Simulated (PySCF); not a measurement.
A side-by-side comparison of computed properties.

First species: C3H6AlF.
SMILES with atom numbers: `[F:1]/[CH:2]=[CH:3]/[CH2:4][AlH2:5]` (hydrogens: H6 on C2; H7 on C3; H8, H9 on C4; H10, H11 on Al5)

Second species: C₄H₇F₃S.
Geometry (PBE0-D3(BJ)/def2-SVP, Å), atoms numbered from 1 in this order:
```
atom  x, y, z in Å
C1    -2.179    0.194    0.560
C2    -0.851    0.525   -0.105
C3    -0.093   -0.729   -0.513
S4     1.428   -0.444   -1.467
C5     2.533    0.047   -0.128
F6     2.231    1.237    0.398
F7     2.528   -0.827    0.881
F8     3.767    0.117   -0.613
H9    -2.034   -0.415    1.466
H10   -2.839   -0.372   -0.117
H11   -2.712    1.108    0.857
H12   -1.012    1.151   -0.998
H13   -0.227    1.123    0.577
H14   -0.703   -1.355   -1.184
H15    0.165   -1.356    0.354
```

Levels: PBE0/def2-SVPD for dipole moment, HOMO energy, LUMO energy, HOMO–LUMO gap, static isotropic polarisability and electronic spatial extent ⟨r²⟩ about the centre of nuclear charge; TDDFT PBE0/def2-SVPD for lowest singlet excitation; PBE0-D3(BJ)/def2-SVP for rotational constant A and rotational constant C. Geometries: PBE0-D3(BJ)/def2-SVP. Each structure is a single optimised conformer of the isolated species, non-relativistic unless stated. Electronic properties by PySCF.

Dipoles, sizes and rotational constants follow the conformer. The torsions of the flexible species, by atom-mapped SMILES:
- `[F:1]/[CH:2]=[CH:3]/[CH2:4][AlH2:5]`: C2–C3–C4–Al5 -69°
- `[CH3:1][CH2:2][CH2:3][S:4][C:5]([F:6])([F:7])[F:8]`: C1–C2–C3–S4 174°, C2–C3–S4–C5 78°, C3–S4–C5–F6 -69°

Values for the first species:

* Dipole moment: 1.57 D
* HOMO energy: -6.92 eV
* LUMO energy: -0.83 eV
* HOMO–LUMO gap: 6.09 eV
* Lowest singlet excitation: 5.31 eV
* Static isotropic polarisability: 68.5 au
* Electronic spatial extent ⟨r²⟩ about the centre of nuclear charge: 592 bohr²
* Rotational constant A: 7.470 GHz
* Rotational constant C: 2.055 GHz

**Question.** Estimate the same properties for the second species, and the change in each.

**Answer.** 
```
                                                         property      first      second  second less first
                                                    dipole moment     1.57 D      2.58 D            +1.01 D
                                                      HOMO energy   -6.92 eV    -7.49 eV           -0.57 eV
                                                      LUMO energy   -0.83 eV    -0.06 eV           +0.77 eV
                                                    HOMO–LUMO gap    6.09 eV     7.43 eV           +1.34 eV
                                        lowest singlet excitation    5.31 eV     5.73 eV           +0.42 eV
                                  static isotropic polarisability    68.5 au     73.6 au            +5.1 au
electronic spatial extent ⟨r²⟩ about the centre of nuclear charge  592 bohr²  1339 bohr²         +747 bohr²
                                            rotational constant A  7.470 GHz   3.104 GHz         -4.366 GHz
                                            rotational constant C  2.055 GHz   0.888 GHz         -1.167 GHz
```

On the first: The principal polarisabilities are 59.6, 66.4 and 79.6 au; their mean is the isotropic value. A dipole of 1.57 D is allowed in C1, and pure rotational transitions are dipole-allowed.

On the second: A dipole of 2.58 D is allowed in C1, and pure rotational transitions are dipole-allowed. In wavenumbers S1 is 46200 cm⁻¹ (1 eV = 8065.54 cm⁻¹).
